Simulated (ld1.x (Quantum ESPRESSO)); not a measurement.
**Pseudopotential generation for zirconium: TM, PBEsol, scalar-relativistic.**

Zr (Z = 40), norm-conserving Troullier–Martins (Kleinman–Bylander form), made with ld1.x (Quantum ESPRESSO) 7.5 (PBEsol, scalar-relativistic). Core [Kr], reference 4d2 5s2 5p0. Waves: 5p (bound, empty): rc 3.70 bohr; 4d (bound): rc 2.20 bohr; 5s (bound): rc 2.55 bohr. Local part: the s channel. Core correction: Bessel-smoothed model core, default radius (core density twice the valence density).

All-electron outer shells of the reference configuration (PBEsol, scalar-relativistic, ld1.x):

```
shell  level (eV)  outermost node (bohr)  outermost maximum (bohr)
   4s      -54.46                   0.55                      1.08
   4p      -32.43                   0.56                      1.17
   5s       -4.46                   1.47                      3.15
   4d       -3.61                   0.58                      1.61
   5p       -1.45                   1.70                      4.10
```

Results:

```
Cutoffs needed           : 30 Ry and 35 Ry (the cutoffs (Ry, on a coarse ladder) from which the occupation-weighted sum of valence levels, in a spherical-Bessel basis at the reference potential, stays within 10 and 1 mRy of its value at 400 Ry)
Ghost test               : no extra level below or beside the all-electron valence levels (p, d, s, f tested) (spherical-Bessel basis up to 400 Ry, 20 bohr box)
Largest excitation error : -337 meV (all-electron minus pseudo) for 4d1 5s0 5p0, out of 7 test configurations
```

Generation and tests took about 1.2 s on one core of a shared server CPU.
